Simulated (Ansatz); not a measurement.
C$_{2}$H$_{6}$GeO$_{2}$, SMILES `[GeH3][O]C1CO1`, relaxed with RKS PBE-D4/def2-SVP in Ansatz 0.2.0 from a rough embedded geometry. The force threshold is 0.03 eV/Å; the program also tests the step.

Total charge 0; spin multiplicity 1.

Start:

```xyz
11

Ge   -1.003    0.824    1.149
O    -1.053   -0.033   -0.376
C     0.249    0.069   -0.849
C     1.087   -1.187   -0.777
O     0.449   -0.866   -1.926
H    -2.452    0.706    1.855
H     0.001    0.125    2.117
H    -0.663    2.266    0.971
H     0.631    1.070   -1.166
H     0.595   -1.997   -0.208
H     2.160   -0.977   -0.791
```

| step | energy (eV) | largest force (eV/Å) | largest move (Å) |
| --- | --- | --- | --- |
| 1 | -62754.8211 | 3.012 | 0.000 |
| 2 | -62755.3231 | 1.313 | 0.094 |
| 3 | -62755.3298 | 2.506 | 0.200 |
| 4 | -62755.4566 | 0.197 | 0.101 |
| 5 | -62755.4627 | 0.140 | 0.088 |
| 6 | -62755.4644 | 0.130 | 0.166 |
| 7 | -62755.4648 | 0.117 | 0.020 |
| 8 | -62755.4662 | 0.053 | 0.069 |
| 9 | -62755.4668 | 0.054 | 0.022 |
| 10 | -62755.4670 | 0.034 | 0.010 |
| 11 | -62755.4671 | 0.005 | 0.006 |

End:

```xyz
11

Ge   -1.073    0.871    1.307
O    -0.985    0.042   -0.307
C     0.229    0.001   -0.970
C     1.143   -1.153   -0.817
O     0.310   -0.966   -1.979
H    -2.564    0.763    1.685
H    -0.150    0.121    2.307
H    -0.612    2.346    1.142
H     0.637    1.001   -1.241
H     0.833   -1.976   -0.144
H     2.233   -1.050   -0.983
```

It took 16 s on 4 threads of an Arm Neoverse V1 on a shared host, with 0.17 GiB of host memory at the peak.
